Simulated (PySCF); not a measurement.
PySCF input (M06-2X/6-31G* (5d)):

```python
from pyscf import gto, dft

mol = gto.M(
    atom='''
    C    -1.86451500   -0.19305099   -0.30229087
    C    -0.56333315   -0.04154812    0.48026975
    C     0.64701013    0.05136304   -0.42749150
    O     1.80978774    0.19009325    0.38569311
    H    -1.85657416   -1.09701737   -0.91613990
    H    -2.02991663    0.65781071   -0.96765210
    H    -2.72100087   -0.25792182    0.36994247
    H    -0.59818899    0.85497302    1.10460412
    H    -0.42584240   -0.88977339    1.15582038
    H     0.54058237    0.91196633   -1.10137152
    H     0.71473927   -0.85110660   -1.04961729
    H     2.58292759    0.24973953   -0.18405526
    ''',
    basis='6-31g*',
    charge=0,
    spin=0,
    verbose=4,
)

mf = dft.RKS(mol, xc='m062x')
mf.grids.level = 4
mf.conv_tol = 1e-9
mf.max_cycle = 100
mf.max_memory = 1500
mf.kernel()
if not mf.converged:
    mf = mf.newton()
    mf.kernel(mf.make_rdm1())
mf.dip_moment()
```

Output:

```
PySCF version 2.14.0

[INPUT] verbose = 4
[INPUT] num. atoms = 12
[INPUT] num. electrons = 34
[INPUT] charge = 0
[INPUT] spin (= nelec alpha-beta = 2S) = 0
[INPUT] symmetry False subgroup None
[INPUT] Mole.unit = angstrom
[INPUT] Symbol           X                Y                Z      unit          X                Y                Z       unit  Magmom
[INPUT]  1 C     -1.864515000000  -0.193050990000  -0.302290870000 AA   -3.523422705143  -0.364813499176  -0.571246954257 Bohr   0.0
[INPUT]  2 C     -0.563333150000  -0.041548120000   0.480269750000 AA   -1.064545370389  -0.078514567791   0.907578293413 Bohr   0.0
[INPUT]  3 C      0.647010130000   0.051363040000  -0.427491500000 AA    1.222671945519   0.097062078525  -0.807841855580 Bohr   0.0
[INPUT]  4 O      1.809787740000   0.190093250000   0.385693110000 AA    3.420003172196   0.359224180628   0.728854346032 Bohr   0.0
[INPUT]  5 H     -1.856574160000  -1.097017370000  -0.916139900000 AA   -3.508416692344  -2.073062383191  -1.731253502786 Bohr   0.0
[INPUT]  6 H     -2.029916630000   0.657810710000  -0.967652100000 AA   -3.835986486400   1.243082083706  -1.828597452860 Bohr   0.0
[INPUT]  7 H     -2.721000870000  -0.257921820000   0.369942470000 AA   -5.141946429003  -0.487401601349   0.699089950145 Bohr   0.0
[INPUT]  8 H     -0.598188990000   0.854973020000   1.104604120000 AA   -1.130413361830   1.615664851692   2.087399262866 Bohr   0.0
[INPUT]  9 H     -0.425842400000  -0.889773390000   1.155820380000 AA   -0.804725508227  -1.681428020026   2.184183967391 Bohr   0.0
[INPUT] 10 H      0.540582370000   0.911966330000  -1.101371520000 AA    1.021552627068   1.723366598525  -2.081290534196 Bohr   0.0
[INPUT] 11 H      0.714739270000  -0.851106600000  -1.049617290000 AA    1.350661470772  -1.608358376810  -1.983489213708 Bohr   0.0
[INPUT] 12 H      2.582927590000   0.249739530000  -0.184055260000 AA    4.881025744683   0.471939314178  -0.347814033186 Bohr   0.0

nuclear repulsion = 130.449405718901
number of shells = 40
number of NR pGTOs = 140
number of NR cGTOs = 72
basis = 6-31g*
ecp = {}

******** <class 'pyscf.dft.rks.RKS'> ********
method = RKS
initial guess = minao
damping factor = 0
level_shift factor = 0
DIIS = <class 'pyscf.scf.diis.CDIIS'>
diis_start_cycle = 1
diis_space = 8
diis_damp = 0
SCF conv_tol = 1e-09
SCF conv_tol_grad = None
SCF max_cycles = 100
direct_scf = True
direct_scf_tol = 1e-13
XC library pyscf.dft.libxc version 7.1.2
    S. Lehtola, C. Steigemann, M. J. T. Oliveira, and M. A. L. Marques,  SoftwareX 7, 1–5 (2018)
XC functionals = m062x
    Y. Zhao and D. G. Truhlar,  Theor. Chem. Acc. 120, 215 (2008)
    Y. Zhao and D. G. Truhlar,  Theor. Chem. Acc. 120, 215 (2008)
radial grids:
    Treutler-Ahlrichs [JCP 102, 346 (1995); DOI:10.1063/1.469408] (M4) radial grids

becke partition: Becke, JCP 88, 2547 (1988); DOI:10.1063/1.454033
pruning grids: <function nwchem_prune>
grids dens level: 4
symmetrized grids: False
atomic radii adjust function: <function treutler_atomic_radii_adjust>
small_rho_cutoff = 0
Set gradient conv threshold to 3.16228e-05
Initial guess from minao.
tot grids = 239752
init E= -194.572025050779
  HOMO = -0.346427602726344  LUMO = 0.0522980627650895  gap/eV = 10.84988
cycle= 1 E= -194.179615473942  delta_E= 0.392  |g|= 0.553  |ddm|= 2.76
  HOMO = -0.231878366247412  LUMO = 0.137515219606543  gap/eV = 10.05171
cycle= 2 E= -194.179946339237  delta_E= -0.000331  |g|= 0.584  |ddm|= 0.87
  HOMO = -0.337359549027721  LUMO = 0.1241933197429  gap/eV = 12.55949
cycle= 3 E= -194.242628792907  delta_E= -0.0627  |g|= 0.041  |ddm|= 0.475
  HOMO = -0.334883684600996  LUMO = 0.127985295296817  gap/eV = 12.59531
cycle= 4 E= -194.24293480535  delta_E= -0.000306  |g|= 0.0186  |ddm|= 0.0427
  HOMO = -0.335030629983994  LUMO = 0.128434704038511  gap/eV = 12.61153
cycle= 5 E= -194.243018597667  delta_E= -8.38e-05  |g|= 0.00321  |ddm|= 0.018
  HOMO = -0.335286120073821  LUMO = 0.128151252515359  gap/eV = 12.61077
cycle= 6 E= -194.243021314655  delta_E= -2.72e-06  |g|= 0.000423  |ddm|= 0.0032
  HOMO = -0.335331937607927  LUMO = 0.128136049454457  gap/eV = 12.61161
cycle= 7 E= -194.243021360707  delta_E= -4.61e-08  |g|= 0.000198  |ddm|= 0.000727
  HOMO = -0.335313954363051  LUMO = 0.128144450123476  gap/eV = 12.61135
cycle= 8 E= -194.243021370175  delta_E= -9.47e-09  |g|= 2.92e-05  |ddm|= 0.000187
  HOMO = -0.335319998544566  LUMO = 0.128141563416479  gap/eV = 12.61143
cycle= 9 E= -194.243021370465  delta_E= -2.9e-10  |g|= 4.6e-06  |ddm|= 5.47e-05
  HOMO = -0.335319874961542  LUMO = 0.128142095934021  gap/eV = 12.61144
Extra cycle  E= -194.24302137047  delta_E= -5.46e-12  |g|= 2.33e-06  |ddm|= 8.44e-06
converged SCF energy = -194.24302137047
Dipole moment(X, Y, Z, Debye):  0.02211, -0.04295, -1.53747
```

The geometry given is a B3LYP-D3(BJ)/def2-TZVP minimum.
